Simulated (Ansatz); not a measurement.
Species: C₆H₁₂S (charge 0, singlet). 
Coordinates optimised at B3LYP-D3(BJ)/def2-TZVP (Ansatz, an electronic-structure program):
SMILES: SC1CCCCC1
```xyz
19

C     -2.1505    -0.7092     0.2910
C     -1.8717     0.7591    -0.0308
C     -0.4356     1.1514     0.3292
C      0.5787     0.2318    -0.3504
C      0.3035    -1.2373    -0.0302
C     -1.1338    -1.6258    -0.3896
S      2.3115     0.7146     0.0040
H     -2.0982    -0.8562     1.3756
H     -3.1653    -0.9775    -0.0124
H     -2.0337     0.9312    -1.1007
H     -2.5749     1.4068     0.4982
H     -0.2362     2.1882     0.0550
H     -0.2999     1.0803     1.4140
H      0.5099     0.3735    -1.4340
H      1.0197    -1.8705    -0.5556
H      0.4669    -1.3980     1.0412
H     -1.2618    -1.5633    -1.4760
H     -1.3142    -2.6678    -0.1148
H      2.2600     0.4992     1.3300
```
Charge 0, spin multiplicity 1.

Quantity: atomisation energy (electronic, to ground-state atoms), in kcal/mol. Correlated levels leave the core frozen unless marked. Open shells are spin-unrestricted. Spin-orbit coupling is left out. No relativistic terms. The coupled-cluster limit lacks core correlation, which all-electron functionals hold. CBS marks a two-point X^-3 extrapolation of the correlation energy; Hartree-Fock from the larger set. The bracket is a focal-point correction in the basis named.

| level | program | atomisation energy (kcal/mol) | minus last row |
|---|---|---|---|
| HF/STO-3G | Ansatz | 1713.9 | -110.0 |
| BLYP-D4/def2-TZVPD | Ansatz + dftd4 | 1808.9 | -15.0 |
| revPBE-D3(BJ)/def2-TZVPD | Ansatz + dftd3 | 1815.8 | -8.1 |
| B3LYP/def2-TZVPD | Ansatz | 1801.8 | -22.1 |
| PBE0/6-31G* | Ansatz | 1836.3 | 12.4 |
| PBE0-D3(BJ)/def2-TZVP | Ansatz + dftd3 | 1841.0 | 17.1 |
| PBE0-D4/def2-TZVP | Ansatz + dftd4 | 1840.2 | 16.3 |
| PBE0-D4/def2-TZVPD | Ansatz + dftd4 | 1840.6 | 16.7 |
| wB97X-V/def2-TZVPD | Ansatz | 1827.8 | 3.9 |
| B2GP-PLYP/def2-TZVPD | Ansatz | 1795.6 | -28.3 |
| B2PLYP-D3(BJ)/def2-TZVPD | Ansatz + dftd3 | 1805.8 | -18.1 |
| B2PLYP-D4/def2-TZVPD | Ansatz + dftd4 | 1804.6 | -19.3 |
| MP2/STO-3G | Ansatz | 1885.5 | 61.6 |
| MP2/aug-cc-pV(T+d)Z | Ansatz | 1813.8 | -10.1 |
| SCS-MP2/aug-cc-pV(T+d)Z | Ansatz | 1805.6 | -18.3 |
| CCSD/STO-3G | Ansatz | 1911.0 | 87.1 |
| CCSD(T)/6-31G | Ansatz | 1576.2 | -247.7 |
| RI-MP2/CBS(aug-cc-pV(T+d)Z,aug-cc-pV(Q+d)Z)+[CCSD(T)-MP2]/aug-cc-pV(D+d)Z | Ansatz | 1822.1 | -1.8 |
| RI-MP2/CBS(cc-pV(T+d)Z,cc-pV(Q+d)Z)+[CCSD(T)-MP2]/cc-pV(D+d)Z | Ansatz | 1825.8 | 1.9 |
| RI-MP2/CBS(cc-pV(T+d)Z,cc-pV(Q+d)Z)+[CCSD(T)-MP2]/cc-pV(T+d)Z | Ansatz | 1824.3 | 0.4 |
| RI-MP2/CBS(aug-cc-pV(T+d)Z,aug-cc-pV(Q+d)Z)+[CCSD(T)-MP2]/aug-cc-pV(T+d)Z | Ansatz | 1823.9 | 0.0 |
